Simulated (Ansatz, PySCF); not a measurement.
Energy difference 2 R1 + R2 → 2 P1 + P2, each structure at its B3LYP-D3(BJ)/def2-TZVP stationary point, reached from a drawn start (curvature not checked).
P1: H2 (SMILES [H][H]), charge 0, multiplicity 1.
R1: HF (SMILES F), charge 0, multiplicity 1.
R2: SiH4 (SMILES [SiH4]), charge 0, multiplicity 1.
P2, F2H2Si (SMILES F[SiH2]F) (charge 0, multiplicity 1):
```xyz
5

Si     0.027    -0.019     0.046
F     -1.118    -0.784    -0.753
F      0.271     1.383    -0.666
H      1.264    -0.809    -0.043
H     -0.445     0.229     1.415
```

P less R. No zero-point or thermal terms.

Frozen-core correlation throughout.

Run with Ansatz (Gaussian orbitals); PySCF for M06-2X and the D3/D4 terms. No computed number here is a measurement.

Q: What is the computed reaction energy (MP2/cc-pV(Q+d)Z)?

A: -2.63 eV

Q: What reaction energy does M06-2X/def2-TZVPP give?

A: -2.66 eV

Q: What reaction energy does revPBE-D3(BJ)/def2-TZVPP give?

A: -2.28 eV

Ansatz is a first-principles code.
